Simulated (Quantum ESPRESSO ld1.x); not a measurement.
Q: The mean radii <r> (bohr) of the occupied orbitals of an atom or ion are listed with their occupations. Method: Dirac Kohn-Sham, PW91, spin-unpolarised, spherical densities, point nucleus; computed with ld1.x of Quantum ESPRESSO 7.5.

| orbital | occ. | <r> |
|---|---|---|
| 1s1/2 | 2 | 0.01714 |
| 2s1/2 | 2 | 0.07168 |
| 2p1/2 | 2 | 0.05906 |
| 2p3/2 | 4 | 0.06749 |
| 3s1/2 | 2 | 0.1865 |
| 3p1/2 | 2 | 0.1768 |
| 3p3/2 | 4 | 0.1923 |
| 3d3/2 | 4 | 0.1676 |
| 3d5/2 | 6 | 0.1723 |
| 4s1/2 | 2 | 0.4149 |
| 4p1/2 | 2 | 0.4178 |
| 4p3/2 | 4 | 0.4517 |
| 4d3/2 | 4 | 0.4616 |
| 4d5/2 | 6 | 0.4729 |
| 5s1/2 | 2 | 0.9468 |
| 4f5/2 | 6 | 0.5116 |
| 4f7/2 | 8 | 0.5188 |
| 5p1/2 | 2 | 1.021 |
| 5p3/2 | 4 | 1.112 |
| 5d3/2 | 4 | 1.412 |
| 5d5/2 | 2 | 1.450 |

Name the element and its charge. Open shells, if any, fill j = l - 1/2 first.

A: Z = 78, platinum, charge +4: Pt4+ in [Xe] 4f14 5d6. The 1s radius gives Z: for a bare nucleus <r> = (2 gamma + 1)/(2Z) with gamma = sqrt(1 - (Z/c)^2), 0.01695 bohr for Z = 78, and screening makes it slightly larger (0.01714 here). The occupations add up to 74, and the charge is Z minus that.
